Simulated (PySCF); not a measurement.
Below is a simulated gas-phase C 1s photoelectron spectrum of `CC[O][GeH2][GeH3]`.

Every computed line was given a Gaussian of 0.5 eV full width at half maximum and an area set by the number of equivalent atoms; the highest printed point is 100. Computed, not measured: delta-SCF UKS SCAN, pcX-2 on the ionised atom, pcseg-1 elsewhere, spin-free X2C (PySCF 2.14.0).

```json
{"binding energy (eV)": "289.9", "intensity": "0"}
{"binding energy (eV)": "290.0", "intensity": "1"}
{"binding energy (eV)": "290.1", "intensity": "4"}
{"binding energy (eV)": "290.2", "intensity": "13"}
{"binding energy (eV)": "290.3", "intensity": "30"}
{"binding energy (eV)": "290.4", "intensity": "56"}
{"binding energy (eV)": "290.5", "intensity": "83"}
{"binding energy (eV)": "290.6", "intensity": "99"}
{"binding energy (eV)": "290.7", "intensity": "95"}
{"binding energy (eV)": "290.8", "intensity": "73"}
{"binding energy (eV)": "290.9", "intensity": "44"}
{"binding energy (eV)": "291.0", "intensity": "22"}
{"binding energy (eV)": "291.1", "intensity": "9"}
{"binding energy (eV)": "291.2", "intensity": "3"}
{"binding energy (eV)": "291.3", "intensity": "1"}
{"binding energy (eV)": "291.4", "intensity": "2"}
{"binding energy (eV)": "291.5", "intensity": "6"}
{"binding energy (eV)": "291.6", "intensity": "15"}
{"binding energy (eV)": "291.7", "intensity": "34"}
{"binding energy (eV)": "291.8", "intensity": "61"}
{"binding energy (eV)": "291.9", "intensity": "87"}
{"binding energy (eV)": "292.0", "intensity": "100"}
{"binding energy (eV)": "292.1", "intensity": "92"}
{"binding energy (eV)": "292.2", "intensity": "68"}
{"binding energy (eV)": "292.3", "intensity": "40"}
{"binding energy (eV)": "292.4", "intensity": "19"}
{"binding energy (eV)": "292.5", "intensity": "7"}
{"binding energy (eV)": "292.6", "intensity": "2"}
{"binding energy (eV)": "292.7", "intensity": "1"}
```

Task: How many maxima does the curve show, and how many computed lines lie under it?

Result: The curve has 2 maxima (at 290.6 and 292.0 eV). Under it lie 2 lines from 2 inequivalent carbon sites.

Task: Decompose the envelope and assign each component. Numbering: `[CH3:1][CH2:2][O:3][GeH2:4][GeH3:5]`.

Result: 
| position (eV) | relative area | line | atoms | environment |
| --- | --- | --- | --- | --- |
| 290.63 | 1 | C 1s | C1 | methyl carbon |
| 292.01 | 1 | C 1s | C2 | sp3 carbon bound to oxygen |

Task: Above which line width would these two lines show one maximum?

Result: Two equal Gaussians merge once their distance is under 2σ = FWHM/1.177. With 1.38 eV between them that is a full width over 1.62 eV.

The listed C 1s values span 1.38 eV, from C1 (bonded to C and 3 H) to C2 (bonded to O, C and 2 H). Summing the Pauling electronegativity differences to the bonded atoms, each weighted by its formal bond order, gives -1.05 for the lowest site and +0.19 for the highest.

The curve has no shake-up lines and no vibrational structure. The structure is a single PBE0-D3(BJ)/def2-SVP conformer in the gas phase; no vibrational or solvent corrections.

Conformer computed: `[CH3:1][CH2:2][O:3][GeH2:4][GeH3:5]`: C1–C2–O3–Ge4 69°, C2–O3–Ge4–Ge5 38°.
